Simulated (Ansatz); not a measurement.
A structure relaxed at r2SCAN-D4/def2-SVP in Ansatz, charge 1, doublet:

Cartesian coordinates in Å:
```
Mg 0.616 -0.350 -1.372
Mg 1.005 -0.752 2.205
Mg -1.285 0.850 -0.095
O 0.689 0.464 0.588
O -0.850 0.636 -1.863
O -0.176 -0.847 0.536
```

(1) Give its formula and point group.

(2) Summarise the bond lengths by kind (pairs closer than 1.2 times the sum of covalent radii, bridged metal pairs left out).

Answers

(1) the cluster Mg3O3⁺. Point group C2v (tolerance 0.1 Å).

(2) 8 × Mg–O 1.83 to 2.12 Å; 1 × O–O 1.57 Å.

The structure holds 1 bond(s) between oxygen atoms. The relaxation made no stability test and no search for a lower SCF solution. Another isomer (doublet) lies 0.85 eV lower at PBE0-D4/def2-TZVP; other spin states weren't run for this one.
